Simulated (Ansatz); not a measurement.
C₃H₁₂BNSi (`BN[Si](C)(C)C`). Charge 0, multiplicity 1. All single points use the PBE0-D4/def2-TZVP geometry. It is one conformer, not always the lowest.

```xyz
18

B    -0.442   -2.399    0.818
N    -0.654   -1.376   -0.105
Si    0.008    0.255   -0.143
C     1.130    0.491    1.324
C    -1.415    1.467   -0.094
C     0.951    0.469   -1.743
H    -0.991   -3.456    0.671
H     0.286   -2.216    1.752
H    -1.281   -1.600   -0.867
H     1.961   -0.217    1.313
H     0.593    0.364    2.266
H     1.546    1.502    1.306
H    -1.987    1.361    0.830
H    -1.054    2.498   -0.153
H    -2.100    1.311   -0.932
H     0.309    0.292   -2.611
H     1.789   -0.231   -1.799
H     1.350    1.483   -1.831
```

(1) What is the dipole moment at PBE/def2-TZVPP? (An estimate is asked.)

(2) And with r2SCAN, B3LYP, ωB97M-V? (Estimate.)

(3) Give the Mulliken charges with PBE, B3LYP, r2SCAN in def2-TZVPP. (Best estimate.)

Answers

(1) The calculation gave: 2.03 D, with components (-0.16, 1.61, -1.21) D in this frame, pointing from negative to positive charge.

(2) Ansatz gave: r2SCAN 1.94 D, B3LYP 1.87 D, ωB97M-V 1.85 D.

(3) Ansatz gave: 
| atom | PBE | B3LYP | r2SCAN |
| --- | --- | --- | --- |
| B1 | -0.15 | -0.14 | -0.05 |
| N2 | -0.12 | -0.19 | -0.24 |
| Si3 | 0.39 | 0.52 | 0.50 |
| C4 | -0.37 | -0.39 | -0.30 |
| C5 | -0.37 | -0.39 | -0.31 |
| C6 | -0.37 | -0.39 | -0.31 |
| H7 | -0.01 | 0.00 | -0.03 |
| H8 | -0.01 | 0.01 | -0.03 |
| H9 | 0.14 | 0.12 | 0.14 |
| H10 | 0.10 | 0.10 | 0.08 |
| H11 | 0.10 | 0.10 | 0.08 |
| H12 | 0.10 | 0.09 | 0.07 |
| H13 | 0.10 | 0.10 | 0.07 |
| H14 | 0.09 | 0.09 | 0.07 |
| H15 | 0.09 | 0.09 | 0.06 |
| H16 | 0.09 | 0.09 | 0.06 |
| H17 | 0.10 | 0.10 | 0.07 |
| H18 | 0.09 | 0.09 | 0.07 |

B3LYP here is the variant with VWN-RPA as its local correlation; programs differ in this.
